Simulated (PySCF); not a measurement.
SiHFBr2, SMILES F[SiH](Br)Br. The structure is a stationary point at PBE-D3(BJ)/def2-SVP. The structure was generated by enumeration, and PubChem lists no compound with its InChIKey, so it may never have been made.

Method: PySCF with PBE-D3(BJ)/def2-SVP.

Harmonic wavenumbers (cm⁻¹): 113, 195, 237, 399, 484, 747, 781, 893, 2238. Rotational constants (GHz): 3.564, 0.9302, 0.7673; symmetry number 1.

Task: Work out the zero-point energy and the ideal-gas rigid-rotor harmonic-oscillator thermochemistry at 298.15 K and 1 atm.

Result: ZPE = ½ Σ hcν = ½ × 6088 cm⁻¹ = 8.70 kcal/mol. H − E(el) = 12.68 kcal/mol. Entropy in cal/(mol K): translation 41.90, rotation 29.23, vibration 9.50, total 80.63. G − E(el) = -11.36 kcal/mol. Cp = 18.21 cal/(mol K). Modes under 150 cm⁻¹ make the vibrational entropy uncertain.
